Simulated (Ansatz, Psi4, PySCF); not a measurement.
Noncovalent pair: C2H2 (SMILES C#C) (first 4 atoms) with H2S (SMILES S); geometry from B3LYP-D3(BJ)/def2-TZVP, rigid monomers moved along the line of their centres of mass till C2···H7 is 3.69 Å.
(charge 0, multiplicity 1):
```xyz
7

C     -0.512     0.752     0.169
C     -0.538    -0.438     0.042
H     -0.489     1.809     0.282
H     -0.559    -1.495    -0.070
S      1.382    -0.487     4.672
H      0.128    -0.502     5.152
H      0.959    -0.289     3.411
```

Monomers are frozen at their geometry in the pair; levels with a basis set take the counterpoise correction.

Correlated levels freeze the cores. CBS(a, b) extrapolates the correlation energy as X⁻³ and adds the Hartree–Fock energy of set b. Rows in 6-31G* carry no dispersion term and start afresh at each structure (6-31G* with six Cartesian d functions).

Programs: Ansatz (a quantum-chemistry and plane-wave program) with Gaussian orbitals; Psi4 for SAPT; PySCF for 6-31G* rows, the dispersion terms. Each number belongs to the level named beside it.

```json
[
 {"level": "HF/aug-cc-pV(T+d)Z", "interaction energy (meV)": "-20.8"},
 {"level": "r2SCAN/def2-TZVPPD", "interaction energy (meV)": "-27.6"},
 {"level": "r2SCAN-D4/def2-TZVPPD", "interaction energy (meV)": "-34.3"},
 {"level": "B3LYP/6-31G*", "interaction energy (meV)": "-19.5"},
 {"level": "B3LYP/def2-TZVPPD", "interaction energy (meV)": "-16.7"},
 {"level": "wB97X-V/def2-TZVPPD", "interaction energy (meV)": "-34.5"},
 {"level": "CCSD/aug-cc-pV(D+d)Z", "interaction energy (meV)": "-29.5"},
 {"level": "CCSD(T)/CBS(aug-cc-pV(D+d)Z, aug-cc-pV(T+d)Z)", "interaction energy (meV)": "-33.5"},
 {"level": "SAPT0/jun-cc-pV(D+d)Z", "interaction energy (meV)": "…"}
]
```

Q: Some entries are withheld; supply them.

A: 
- SAPT0/jun-cc-pV(D+d)Z, interaction energy (meV): -32.2
